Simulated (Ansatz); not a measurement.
Ansatz (a quantum-chemistry and plane-wave program) input (RI-MP2/def2-QZVPPD):
A basis named .json is the Basis Set Exchange file of that set.

Ansatz 0.2 input:
```yaml
crystal:
  periodic: [false, false, false]
  atoms:
    - {symbol: Fe, position_ang: [-0.00000000, -0.00000000, -0.06270422]}
    - {symbol: H, position_ang: [0.00000000, 0.00000000, 1.63030968]}
basis:
  gaussian:
    orbitals: def2-QZVPPD.json
    fitting: {mean_field: def2-universal-jkfit, correlation: def2-QZVPPD-RIFIT.json}
total_charge: -1
magnetization: {spin_polarized: true, initial_magnetization: 4}
correlation: {method: mp2, electrons: outside_noble_gas}
```

End of the output:

```
mean field evaluation 16: about -34367.7221 eV, gradient 7.2e0 eV
mean field evaluation 32: about -34368.0768 eV, gradient 1.3e-2 eV
mean field evaluation 64: about -34367.9628 eV, gradient 1.8e0 eV
mean field evaluation 96: about -34367.0945 eV, gradient 7.9e-1 eV
mean field evaluation 128: about -34368.0435 eV, gradient 4.2e0 eV
mean field evaluation 160: about -34364.6066 eV, gradient 3.5e0 eV
mean field evaluation 192: about -34365.3400 eV, gradient 6.4e0 eV
mean field evaluation 224: about -34368.0317 eV, gradient 1.4e0 eV
mean field evaluation 256: about -34356.7373 eV, gradient 5.0e1 eV
mean field evaluation 288: about -34366.1291 eV, gradient 3.3e0 eV
mean field -34368.07697359 eV, -1263.0035332602 hartree, gradient 1.8e-6 eV, S^2 6.492126; 23 other end points of the search recorded, 0 dependent functions left out
9 core orbitals not correlated
reference -34368.07697359 eV, -1263.0035332602 hartree; 7, 3 occupied and 117, 121 virtual orbitals, 374 factors
second order -5.85822501 eV of doubles, -0.00000000 eV of singles
Total energy: -34373.93519860 eV, -1263.2188190585 hartree
```

This state (charge -1, quintet) is run at the relaxed geometry of the species with charge 0 and multiplicity 6.

The determinant is spin-contaminated: <S^2> is 6.49 against 6.00 for a pure state.
